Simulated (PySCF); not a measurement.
BClH2O, BClHO (calculated)

Calculation on a computer-drawn molecule: vertical ionisation energy to the stated ion spin, frozen-core CCSD(T) at the basis limit and cheaper methods, single-reference cases, UHF for radicals, no spin-orbit; all values are single points at the evaluated structure, the first of each entry, which is the reference or a displaced copy of it and isn't optimised; the reference structure only sets the zero of the energies above reference; triples share is (T) over the correlation energy. Program: PySCF 2.14.0.

Common to all runs: multiplicity 1; ion multiplicity 2; diffuse functions no; basis cc-pV(n+d)Z; reference is the Hartree-Fock double-zeta minimum; best is HF at quadruple zeta + MP2 correlation extrapolated from triple and quadruple zeta + CCSD(T) minus MP2 at triple zeta; basis step is the size of the change from the same recipe one zeta lower.

(1) BClH2O

Evaluated structure:
```xyz
5
BClH2O
O     -0.7207    -1.2903    -2.1537
B     -1.0106    -1.9207    -1.1020
Cl    -1.8262    -3.5189    -1.3533
H     -0.4063    -0.2786    -1.8388
H     -0.6611    -1.7395     0.2741
```

Reference structure:
```xyz
5
BClH2O
O     -0.7592    -1.0998    -2.0777
B     -0.9709    -1.9309    -1.0533
Cl    -1.7720    -3.4727    -1.3849
H     -0.3276    -0.2950    -1.8312
H     -0.6474    -1.6851     0.0692
```

It was run with charge 0.

The calculation gives: ionisation energy best 11.42 eV; ionisation energy basis step 0.07883 eV; energy above reference best 27.77 kcal/mol; energy above reference basis step 0.2883 kcal/mol; ionisation energy Koopmans at triple zeta 11.75 eV; ionisation energy EOM CCSD at triple zeta 11.27 eV; total energy HF triple zeta -560.3152 hartree; total energy CCSD(T) triple zeta -560.8994 hartree; total energy best -560.9887 hartree; T1 diagnostic at triple zeta 0.01237; D1 diagnostic at triple zeta 0.04074; ion T1 diagnostic at triple zeta 0.04181; ion D1 diagnostic at triple zeta 0.2294; ion spin squared at triple zeta 0.7632; triples share at triple zeta 0.03861; basis functions triple zeta 127; dipole magnitude HF at triple zeta 3.465 debye; dipole magnitude CCSD unrelaxed at triple zeta 3.205 debye; dipole magnitude PBE at triple zeta 3.036 debye; dipole magnitude r2SCAN at triple zeta 3.152 debye; dipole magnitude B3LYP at triple zeta 3.159 debye; dipole magnitude wB97X at triple zeta 3.293 debye.

Drawn bonds:
| atom | other atom | order |
| --- | --- | --- |
| 1 | 2 | 1 |
| 2 | 3 | 1 |
| 1 | 4 | 1 |
| 2 | 5 | 1 |

Triple zeta:
| method | ionisation energy (eV) | energy above reference (kcal/mol) |
| --- | --- | --- |
| HF | 10.28 | 32.35 |
| PBE | 10.75 | 24.47 |
| r2SCAN | 10.9 | 26.57 |
| B3LYP | 11.03 | 27.03 |
| wB97X | 11.22 | 27.98 |
| MP2 | 11.41 | 28.45 |
| CCSD | 11.17 | 28.48 |
| CCSD(T) | 11.2 | 27.8 |

(2) BClH2O

Evaluated structure:
```xyz
5
BClH2O
O     -0.7995    -1.1264    -2.0903
B     -0.9236    -1.9470    -1.1184
Cl    -1.7950    -3.4448    -1.3795
H     -0.3782    -0.3719    -1.9161
H     -0.6722    -1.7364     0.1522
```

Reference structure:
```xyz
5
BClH2O
O     -0.7592    -1.0998    -2.0777
B     -0.9709    -1.9309    -1.0533
Cl    -1.7720    -3.4727    -1.3849
H     -0.3276    -0.2950    -1.8312
H     -0.6474    -1.6851     0.0692
```

Here we set charge 0.

Results for BClH2O: ionisation energy best 11.62 eV; ionisation energy basis step 0.08137 eV; energy above reference best 11.43 kcal/mol; energy above reference basis step 0.7954 kcal/mol; ionisation energy Koopmans at triple zeta 11.96 eV; ionisation energy EOM CCSD at triple zeta 11.48 eV; total energy HF triple zeta -560.3508 hartree; total energy CCSD(T) triple zeta -560.9246 hartree; total energy best -561.0148 hartree; T1 diagnostic at triple zeta 0.01133; D1 diagnostic at triple zeta 0.03864; ion T1 diagnostic at triple zeta 0.04041; ion D1 diagnostic at triple zeta 0.2219; ion spin squared at triple zeta 0.7634; triples share at triple zeta 0.03664; basis functions triple zeta 127; dipole magnitude HF at triple zeta 2.758 debye; dipole magnitude CCSD unrelaxed at triple zeta 2.592 debye; dipole magnitude PBE at triple zeta 2.513 debye; dipole magnitude r2SCAN at triple zeta 2.588 debye; dipole magnitude B3LYP at triple zeta 2.581 debye; dipole magnitude wB97X at triple zeta 2.661 debye.

Drawn bonds:
| atom | other atom | order |
| --- | --- | --- |
| 1 | 2 | 1 |
| 2 | 3 | 1 |
| 1 | 4 | 1 |
| 2 | 5 | 1 |

Triple zeta:
| method | ionisation energy (eV) | energy above reference (kcal/mol) |
| --- | --- | --- |
| HF | 10.54 | 10.01 |
| PBE | 10.9 | 12.02 |
| r2SCAN | 11.07 | 11.41 |
| B3LYP | 11.21 | 11.67 |
| wB97X | 11.4 | 11.3 |
| MP2 | 11.63 | 12.2 |
| CCSD | 11.39 | 11.7 |
| CCSD(T) | 11.4 | 11.98 |

(3) BClHO

Evaluated structure:
```xyz
4
BClHO
O     -1.6010    -1.8800     0.4549
B     -2.6402    -0.7690     0.5149
Cl    -3.6370     0.3704     0.2062
H     -1.5267    -2.7515     1.0275
```

Reference structure:
```xyz
4
BClHO
O     -1.6282    -1.9668     0.4830
B     -2.4391    -1.0308     0.4014
Cl    -3.4454     0.2327     0.2135
H     -1.5232    -2.7352     1.0434
```

Here we set charge 1.

The calculation gives: ionisation energy best 19.41 eV; ionisation energy basis step 0.06362 eV; energy above reference best 38.91 kcal/mol; energy above reference basis step 1.853 kcal/mol; ionisation energy Koopmans at triple zeta 20.71 eV; ionisation energy EOM CCSD at triple zeta 19.3 eV; total energy HF triple zeta -559.4007 hartree; total energy CCSD(T) triple zeta -559.9508 hartree; total energy best -560.0325 hartree; T1 diagnostic at triple zeta 0.01914; D1 diagnostic at triple zeta 0.0565; ion T1 diagnostic at triple zeta 0.0273; ion D1 diagnostic at triple zeta 0.1256; ion spin squared at triple zeta 0.7634; triples share at triple zeta 0.04454; basis functions triple zeta 113.

Drawn bonds:
| atom | other atom | order |
| --- | --- | --- |
| 1 | 2 | 1 |
| 2 | 3 | 1 |
| 1 | 4 | 1 |

Triple zeta:
| method | ionisation energy (eV) | energy above reference (kcal/mol) |
| --- | --- | --- |
| HF | 17.62 | 47.67 |
| PBE | 19.09 | 34.97 |
| r2SCAN | 19.09 | 38.49 |
| B3LYP | 19.21 | 38.75 |
| wB97X | 19.29 | 39.93 |
| MP2 | 19.52 | 38.06 |
| CCSD | 19.13 | 39.67 |
| CCSD(T) | 19.22 | 37.87 |

(4) BClHO

Evaluated structure:
```xyz
4
BClHO
O     -1.5592    -2.0140     0.4026
B     -2.4482    -1.1106     0.5093
Cl    -3.3649     0.2209     0.2066
H     -1.5665    -3.1694     1.3365
```

Reference structure:
```xyz
4
BClHO
O     -1.6282    -1.9668     0.4830
B     -2.4391    -1.0308     0.4014
Cl    -3.4454     0.2327     0.2135
H     -1.5232    -2.7352     1.0434
```

It was run with charge 1.

The calculation gives: ionisation energy best 19.48 eV; ionisation energy basis step 0.1431 eV; energy above reference best 57.03 kcal/mol; energy above reference basis step 0.837 kcal/mol; ionisation energy Koopmans at triple zeta 19.99 eV; ionisation energy EOM CCSD at triple zeta 19.33 eV; total energy HF triple zeta -559.3675 hartree; total energy CCSD(T) triple zeta -559.9207 hartree; total energy best -560.0036 hartree; T1 diagnostic at triple zeta 0.01725; D1 diagnostic at triple zeta 0.04331; ion T1 diagnostic at triple zeta 0.03437; ion D1 diagnostic at triple zeta 0.1439; ion spin squared at triple zeta 0.8412; triples share at triple zeta 0.04499; basis functions triple zeta 113.

Drawn bonds:
| atom | other atom | order |
| --- | --- | --- |
| 1 | 2 | 1 |
| 2 | 3 | 1 |
| 1 | 4 | 1 |

Triple zeta:
| method | ionisation energy (eV) | energy above reference (kcal/mol) |
| --- | --- | --- |
| HF | 18.43 | 68.54 |
| PBE | 18.95 | 51.25 |
| r2SCAN | 19.07 | 55.66 |
| B3LYP | 19.16 | 55.6 |
| wB97X | 19.33 | 58.54 |
| MP2 | 19.52 | 56.13 |
| CCSD | 19.27 | 58.8 |
| CCSD(T) | 19.27 | 56.77 |

(5) BClHO

Evaluated structure:
```xyz
4
BClHO
O     -1.6314    -1.9921     0.4593
B     -2.4180    -1.0331     0.3832
Cl    -3.4397     0.2669     0.2036
H     -1.5213    -2.6993     1.0427
```

Reference structure:
```xyz
4
BClHO
O     -1.6282    -1.9668     0.4830
B     -2.4391    -1.0308     0.4014
Cl    -3.4454     0.2327     0.2135
H     -1.5232    -2.7352     1.0434
```

Here we set charge 1.

It finds ionisation energy best 20.09 eV; ionisation energy basis step 0.08733 eV; energy above reference best 1.844 kcal/mol; energy above reference basis step 0.04672 kcal/mol; ionisation energy Koopmans at triple zeta 20.46 eV; ionisation energy EOM CCSD at triple zeta 20.02 eV; total energy HF triple zeta -559.4745 hartree; total energy CCSD(T) triple zeta -560.0083 hartree; total energy best -560.0916 hartree; T1 diagnostic at triple zeta 0.01437; D1 diagnostic at triple zeta 0.03886; ion T1 diagnostic at triple zeta 0.02663; ion D1 diagnostic at triple zeta 0.1197; ion spin squared at triple zeta 0.7652; triples share at triple zeta 0.04053; basis functions triple zeta 113.

Drawn bonds:
| atom | other atom | order |
| --- | --- | --- |
| 1 | 2 | 1 |
| 2 | 3 | 1 |
| 1 | 4 | 1 |

Triple zeta:
| method | ionisation energy (eV) | energy above reference (kcal/mol) |
| --- | --- | --- |
| HF | 18.96 | 1.337 |
| PBE | 19.69 | 2.12 |
| r2SCAN | 19.82 | 2.103 |
| B3LYP | 19.89 | 2.017 |
| wB97X | 19.98 | 1.971 |
| MP2 | 20.04 | 1.997 |
| CCSD | 19.87 | 1.753 |
| CCSD(T) | 19.9 | 1.759 |

(6) BClHO

Evaluated structure:
```xyz
4
BClHO
O     -1.6314    -1.9921     0.4593
B     -2.3870    -1.0709     0.3862
Cl    -3.4087     0.2291     0.2066
H     -1.5213    -2.6993     1.0427
```

Reference structure:
```xyz
4
BClHO
O     -1.6282    -1.9668     0.4830
B     -2.4391    -1.0308     0.4014
Cl    -3.4454     0.2327     0.2135
H     -1.5232    -2.7352     1.0434
```

It was run with charge 1.

Results for BClHO: ionisation energy best 20.02 eV; ionisation energy basis step 0.08645 eV; energy above reference best 4.691 kcal/mol; energy above reference basis step 0.4851 kcal/mol; ionisation energy Koopmans at triple zeta 20.35 eV; ionisation energy EOM CCSD at triple zeta 19.94 eV; total energy HF triple zeta -559.4717 hartree; total energy CCSD(T) triple zeta -560.0030 hartree; total energy best -560.0871 hartree; T1 diagnostic at triple zeta 0.01352; D1 diagnostic at triple zeta 0.03679; ion T1 diagnostic at triple zeta 0.02239; ion D1 diagnostic at triple zeta 0.09528; ion spin squared at triple zeta 0.7635; triples share at triple zeta 0.03976; basis functions triple zeta 113.

Drawn bonds:
| atom | other atom | order |
| --- | --- | --- |
| 1 | 2 | 1 |
| 2 | 3 | 1 |
| 1 | 4 | 1 |

Triple zeta:
| method | ionisation energy (eV) | energy above reference (kcal/mol) |
| --- | --- | --- |
| HF | 18.85 | 3.141 |
| PBE | 19.69 | 5.755 |
| r2SCAN | 19.8 | 5.137 |
| B3LYP | 19.86 | 4.949 |
| wB97X | 19.9 | 4.854 |
| MP2 | 19.96 | 5.348 |
| CCSD | 19.79 | 4.785 |
| CCSD(T) | 19.83 | 5.11 |

(7) BClHO

Evaluated structure:
```xyz
4
BClHO
O     -1.6314    -1.9921     0.4593
B     -2.5927    -0.8201     0.3663
Cl    -3.6144     0.4799     0.1867
H     -1.5213    -2.6993     1.0427
```

Reference structure:
```xyz
4
BClHO
O     -1.6282    -1.9668     0.4830
B     -2.4391    -1.0308     0.4014
Cl    -3.4454     0.2327     0.2135
H     -1.5232    -2.7352     1.0434
```

Settings of this run: charge 1.

It finds ionisation energy best 19.78 eV; ionisation energy basis step 0.07939 eV; energy above reference best 37.6 kcal/mol; energy above reference basis step 1.927 kcal/mol; ionisation energy Koopmans at triple zeta 20.8 eV; ionisation energy EOM CCSD at triple zeta 19.69 eV; total energy HF triple zeta -559.4067 hartree; total energy CCSD(T) triple zeta -559.9533 hartree; total energy best -560.0346 hartree; T1 diagnostic at triple zeta 0.01997; D1 diagnostic at triple zeta 0.05758; ion T1 diagnostic at triple zeta 0.04247; ion D1 diagnostic at triple zeta 0.2135; ion spin squared at triple zeta 0.765; triples share at triple zeta 0.04463; basis functions triple zeta 113.

Drawn bonds:
| atom | other atom | order |
| --- | --- | --- |
| 1 | 2 | 1 |
| 2 | 3 | 1 |
| 1 | 4 | 1 |

Triple zeta:
| method | ionisation energy (eV) | energy above reference (kcal/mol) |
| --- | --- | --- |
| HF | 18.15 | 43.88 |
| PBE | 19.25 | 34.37 |
| r2SCAN | 19.33 | 37.62 |
| B3LYP | 19.48 | 37.68 |
| wB97X | 19.7 | 38.49 |
| MP2 | 19.95 | 37.12 |
| CCSD | 19.55 | 38 |
| CCSD(T) | 19.59 | 36.27 |

(8) BClHO

Evaluated structure:
```xyz
4
BClHO
O     -1.6063    -1.9462     0.3651
B     -2.5987    -0.9678     0.2638
Cl    -3.4382     0.1893     0.2133
H     -1.5959    -2.7521     1.0913
```

Reference structure:
```xyz
4
BClHO
O     -1.6282    -1.9668     0.4830
B     -2.4391    -1.0308     0.4014
Cl    -3.4454     0.2327     0.2135
H     -1.5232    -2.7352     1.0434
```

Settings of this run: charge 1.

It finds ionisation energy best 19.83 eV; ionisation energy basis step 0.07294 eV; energy above reference best 39.17 kcal/mol; energy above reference basis step 0.6391 kcal/mol; ionisation energy Koopmans at triple zeta 20.93 eV; ionisation energy EOM CCSD at triple zeta 19.68 eV; total energy HF triple zeta -559.4044 hartree; total energy CCSD(T) triple zeta -559.9486 hartree; total energy best -560.0321 hartree; T1 diagnostic at triple zeta 0.01538; D1 diagnostic at triple zeta 0.04459; ion T1 diagnostic at triple zeta 0.02925; ion D1 diagnostic at triple zeta 0.1454; ion spin squared at triple zeta 0.7657; triples share at triple zeta 0.04208; basis functions triple zeta 113.

Drawn bonds:
| atom | other atom | order |
| --- | --- | --- |
| 1 | 2 | 1 |
| 2 | 3 | 1 |
| 1 | 4 | 1 |

Triple zeta:
| method | ionisation energy (eV) | energy above reference (kcal/mol) |
| --- | --- | --- |
| HF | 18.12 | 45.35 |
| PBE | 19.46 | 36.53 |
| r2SCAN | 19.49 | 38.22 |
| B3LYP | 19.6 | 38.49 |
| wB97X | 19.7 | 39.2 |
| MP2 | 19.98 | 38.59 |
| CCSD | 19.57 | 40.03 |
| CCSD(T) | 19.65 | 39.24 |

(9) BClHO

Evaluated structure:
```xyz
4
BClHO
O     -1.6357    -1.9543     0.4845
B     -2.4422    -1.0274     0.3910
Cl    -3.4490     0.2280     0.2049
H     -1.4676    -3.2180     1.3858
```

Reference structure:
```xyz
4
BClHO
O     -1.6282    -1.9668     0.4830
B     -2.4391    -1.0308     0.4014
Cl    -3.4454     0.2327     0.2135
H     -1.5232    -2.7352     1.0434
```

Here we set charge 1.

The calculation gives: ionisation energy best 19.28 eV; ionisation energy basis step 0.113 eV; energy above reference best 66.33 kcal/mol; energy above reference basis step 0.04986 kcal/mol; ionisation energy Koopmans at triple zeta 19.77 eV; ionisation energy EOM CCSD at triple zeta 19.13 eV; total energy HF triple zeta -559.3551 hartree; total energy CCSD(T) triple zeta -559.9046 hartree; total energy best -559.9888 hartree; T1 diagnostic at triple zeta 0.0168; D1 diagnostic at triple zeta 0.03946; ion T1 diagnostic at triple zeta 0.03366; ion D1 diagnostic at triple zeta 0.1475; ion spin squared at triple zeta 0.8238; triples share at triple zeta 0.04422; basis functions triple zeta 113.

Drawn bonds:
| atom | other atom | order |
| --- | --- | --- |
| 1 | 2 | 1 |
| 2 | 3 | 1 |
| 1 | 4 | 1 |

Triple zeta:
| method | ionisation energy (eV) | energy above reference (kcal/mol) |
| --- | --- | --- |
| HF | 18.23 | 76.29 |
| PBE | 18.79 | 60.53 |
| r2SCAN | 18.89 | 64.62 |
| B3LYP | 18.98 | 64.09 |
| wB97X | 19.14 | 67.02 |
| MP2 | 19.3 | 65.74 |
| CCSD | 19.07 | 68.52 |
| CCSD(T) | 19.07 | 66.86 |

(10) BClHO

Evaluated structure:
```xyz
4
BClHO
O     -1.5687    -1.9016     0.4492
B     -2.4274    -1.0653     0.3804
Cl    -3.3998     0.1066     0.1685
H     -1.4894    -2.7654     0.9853
```

Reference structure:
```xyz
4
BClHO
O     -1.6282    -1.9668     0.4830
B     -2.4391    -1.0308     0.4014
Cl    -3.4454     0.2327     0.2135
H     -1.5232    -2.7352     1.0434
```

It was run with charge 1.

Drawn bonds:
| atom | other atom | order |
| --- | --- | --- |
| 1 | 2 | 1 |
| 2 | 3 | 1 |
| 1 | 4 | 1 |

To be estimated
1. Estimate the ionisation energy best of BClHO (entry 10).
2. Estimate the total energy CCSD(T) triple zeta of BClHO (entry 10).

Calculated values
1. 20.39 eV
2. -559.9973 hartree

Further results for BClHO (entry 10):

```
ionisation energy basis step              : 0.08734 eV
energy above reference best               : 7.94 kcal/mol
energy above reference basis step         : 0.6104 kcal/mol
ionisation energy Koopmans at triple zeta : 20.77 eV
ionisation energy EOM CCSD at triple zeta : 20.28 eV
total energy HF triple zeta               : -559.4634 hartree
total energy best                         : -560.0819 hartree
T1 diagnostic at triple zeta              : 0.01284
D1 diagnostic at triple zeta              : 0.03422
ion T1 diagnostic at triple zeta          : 0.03103
ion D1 diagnostic at triple zeta          : 0.1496
ion spin squared at triple zeta           : 0.7764
triples share at triple zeta              : 0.03981
basis functions triple zeta               : 113
```

Triple zeta:
| method | ionisation energy (eV) | energy above reference (kcal/mol) |
| --- | --- | --- |
| HF | 19.37 | 8.356 |
| PBE | 19.88 | 8.094 |
| r2SCAN | 20.03 | 7.518 |
| B3LYP | 20.11 | 7.706 |
| wB97X | 20.25 | 7.803 |
| MP2 | 20.39 | 8.251 |
| CCSD | 20.19 | 8.445 |
| CCSD(T) | 20.2 | 8.687 |
